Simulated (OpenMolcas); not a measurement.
## Mn4+ in a point-charge field

Mn4+ among 5 point charges of -1.5 e arranged as a square pyramid (C4v), 2.04 Å from the ion, with the axial distance 2.387 Å.

- Program: OpenMolcas 26.06
- Method: CASSCF
- Basis: ANO-RCC-VDZP [5s4p2d1f]
- Scalar Hamiltonian: DKH2, point nucleus
- Active space: 3 electrons in 5 orbitals (3d)
- State averaging: 2S+1 = 4 even, 10 roots; 2S+1 = 2 even, 40 roots
- Spin-orbit coupling: RASSI with atomic mean-field integrals over the reference wave functions

The lowest spin-free states, above the lowest:

| State | Degeneracy | E (cm-1) | Free-ion L (%) |
| --- | --- | --- | --- |
| 2S+1 = 4 | 1 | 0.0 | F (100) |
| 2S+1 = 4 | 2 | 183.0 | F (100) |
| 2S+1 = 4 | 1 | 1687 | F (100) |
| 2S+1 = 4 | 1 | 2269 | F (96) |
| 2S+1 = 4 | 2 | 2305 | F (99) |
| 2S+1 = 4 | 1 | 18754 | P (96) |
| 2S+1 = 2 | 1 | 20492 | G (97) |
| 2S+1 = 2 | 2 | 20720 | G (97) |
| 2S+1 = 2 | 1 | 21234 | G (99) |
| 2S+1 = 2 | 1 | 21389 | G (95) |
| 2S+1 = 2 | 2 | 21835 | G (95) |
| 2S+1 = 2 | 1 | 22230 | G (92) |
| 2S+1 = 2 | 1 | 22243 | G (94) |
| 2S+1 = 4 | 2 | 23355 | P (99) |
| 2S+1 = 2 | 1 | 25376 | H (97) |
| 2S+1 = 2 | 2 | 25607 | H (90) |
| 2S+1 = 2 | 1 | 26372 | H (85) |
| 2S+1 = 2 | 1 | 26812 | H (92) |
| 2S+1 = 2 | 2 | 26962 | P (79) |
| 2S+1 = 2 | 2 | 28557 | H (91) |

The lowest levels with spin-orbit coupling:

| E (cm-1) | Degeneracy | 2S+1 | g |
| --- | --- | --- | --- |
| 0.0 | 2 | 4 | 0.94 1.89 1.89 |
| 350.6 | 2 | 4 | 0.13 0.13 4.46 |
| 405.8 | 2 | 4 | 2.11 3.41 3.41 |
| 953.9 | 2 | 4 | 1.85 5.27 5.27 |
| 1060 | 2 | 4 | 0.69 0.69 5.93 |
| 1244 | 2 | 4 | 0.73 0.73 9.18 |
| 2042 | 2 | 4 | 1.25 1.25 1.89 |
| 2181 | 2 | 4 | 0.85 0.85 3.24 |
| 2496 | 2 | 4 | 0.77 3.24 3.24 |
| 2635 | 2 | 4 | 1.82 1.82 3.46 |
| 2945 | 2 | 4 | 1.90 4.69 4.69 |
| 3173 | 2 | 4 | 3.09 3.09 5.61 |
| 3416 | 2 | 4 | 2.93 3.77 3.77 |
| 3490 | 2 | 4 | 1.32 6.46 6.46 |
| 19313 | 2 | 4 | 0.00 0.00 5.99 |
| 19334 | 2 | 4 | 2.00 3.86 3.86 |
| 20894 | 2 | 2 | 1.25 2.88 2.88 |
| 21266 | 2 | 2 | 0.85 0.85 3.36 |
| 21413 | 2 | 2 | 0.65 4.85 4.85 |
| 21803 | 2 | 2 | 1.02 1.02 2.18 |

Powder χT (cm3 K/mol): 0.252 at 2 K, 0.256 at 10 K, 0.277 at 50 K, 0.313 at 100 K, 0.486 at 200 K, 0.714 at 300 K. The effective moment at 300 K is 2.828 √(χT) = 2.39 μB.

The lowest level has 2S+1 = 4, for which the spin-only value is χT = S(S+1) / 2 = 1.875 cm3 K/mol (g = 2). The computed 0.714 at 300 K differs by -1.161, through orbital momentum, spin-orbit coupling and any other state in reach.

Spin-orbit coupling mixes the spin-free states strongly: the lowest level takes only 67 % from its leading state, an unlabelled state of the same spin as most of the rest, which lies 183 cm-1 above the lowest spin-free state. Without dynamic correlation the repulsion within the d shell is too large (B by tens of per cent), so at a given field states of lower spin stand too high. The ground term spreads over less than 5000 cm-1, several times less than with real ligands, so orbital moments are less quenched and χT lies further from the spin-only value than at real sites. Point charges carry no covalency, so the field is a model and not that of real ligands. An unlabelled pair can be two single states that coincide in this model. No measured value stands beside these numbers.

A state without a sure symmetry label is named by its multiplicity alone.
